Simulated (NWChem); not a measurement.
System: HSeSI; SMILES S[Se]I

```xyz
4

Se     0.7258    -1.0282     0.0037
I     -0.1184     1.3856     0.0064
S     -1.0692    -2.2596     0.0513
H     -1.2943    -2.3242    -1.2844
```
Atoms are numbered in this order, from 1.

Results from NWChem. Coordinates come from a PBE0/def2-SVP optimisation. Not confirmed as a minimum by frequencies. def2 effective core potentials on I; no spin-orbit coupling. Ions are spin-unrestricted doublets at the neutral geometry; other ion states weren't tried.

Question: Predict the results for CAM-B3LYP/def2-SVP. Quantities: vertical ionisation energy, ΔSCF (eV); −ε(HOMO) (eV).

Answer: 
- vertical ionisation energy, ΔSCF (eV): 8.96
- −ε(HOMO) (eV): 7.96
